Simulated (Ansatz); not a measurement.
System: AlNOH$_{4}$, charge 0, singlet. AlNOH4 (SMILES [OH][AlH][NH2]).
B3LYP-D3(BJ)/def2-TZVP minimum from Ansatz (a quantum-chemistry and plane-wave program):
```xyz
7

Al    -0.1754    -0.4321    -0.0546
H     -0.8297    -1.8442    -0.2802
O      1.2938    -0.2274     0.7792
H      1.8010    -0.9472     1.1542
N     -0.9482     1.0310    -0.6664
H     -0.5859     1.9652    -0.5583
H     -1.8178     1.0457    -1.1749
```

Atomisation energy term by term, kcal/mol (programs: Ansatz). UHF or UKS for unpaired electrons; spin-orbit terms are left out. Cores are frozen in correlated methods. Rows without X2C or -DK are non-relativistic. CBS(X,Y): correlation extrapolated as X^-3, Hartree-Fock from the larger set. A bracket is a step between two methods taken in the basis named. 'core' is core correlation in cc-pwCVTZ (1s frozen past Ne), 'X2C' scalar relativity in cc-pVTZ-DK, both at CCSD(T). Where a partner has so few electrons that a lower coupled-cluster level is exact, that level stands in.

| term | basis | kcal/mol |
|---|---|---|
| Hartree-Fock | cc-pV(Q+d)Z | 398.70 |
| CCSD correlation | CBS(cc-pV(T+d)Z,cc-pV(Q+d)Z) | 166.33 |
| (T) | CBS(cc-pV(T+d)Z,cc-pV(Q+d)Z) | 9.44 |
| CCSDT(Q) - CCSD(T) | cc-pV(D+d)Z | 0.69 |
| core correlation | cc-pwCVTZ | 0.54 |
| scalar relativity | X2C, cc-pVTZ-DK | -1.09 |
| sum: De |  | 574.6 |
